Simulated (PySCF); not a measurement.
Electron correlation in S⁺ (sulfur, charge +1)

[Ne] 3s1 3p3 4s1, high-spin 6S determinant (an excited configuration). Computed with PySCF 2.14 in aug-cc-pCVQZ-DK, with scalar relativity by spin-free X2C-1e. Frozen: 1s2; 13 electrons correlated.

MP2 pair energies summed by pair of shells (mhartree):

```
 pair   energy  share (%)
2p-2p  -200.03       56.0
2s-2p   -66.33       18.6
2p-3p   -27.89        7.8
3p-3p   -22.27        6.2
2s-2s   -10.66        3.0
3p-4s    -9.49        2.7
2p-3s    -8.14        2.3
2s-3p    -4.71        1.3
3s-3p    -3.76        1.1
2s-3s    -1.59        0.4
2p-4s    -1.51        0.4
3s-4s    -0.44        0.1
2s-4s    -0.21        0.1
```

Total MP2 correlation energy: -357.03 mhartree.

Same-spin part -119.90 and opposite-spin part -237.13 mhartree; SCS-MP2 scales them by 1/3 and 6/5 to -324.52 mhartree.
